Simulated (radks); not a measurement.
Task: The mean radii <r> (bohr) of the occupied orbitals of an atom or ion are listed with their occupations. Calculated with a radial shooting solver on a logarithmic mesh with Libxc functionals: scalar-relativistic Kohn-Sham, PBE, spin-unpolarised, spherical densities, finite nucleus; Fermi nuclear charge, rms radius of each element as measured or else 0.836 A^(1/3) + 0.57 fm.

orbital  occ.      <r>
1s          2  0.06091
2s          2   0.2787
2p          6   0.2464
3s          2   0.7801
3p          5   0.7931

Name the element and its charge.

Result: Z = 25, manganese, charge +8: Mn8+ in [Ne] 3s2 3p5. The 1s radius gives Z: for a bare nucleus <r> = (2 gamma + 1)/(2Z) with gamma = sqrt(1 - (Z/c)^2), 0.05933 bohr for Z = 25, and screening makes it slightly larger (0.06091 here). The occupations add up to 17, and the charge is Z minus that.
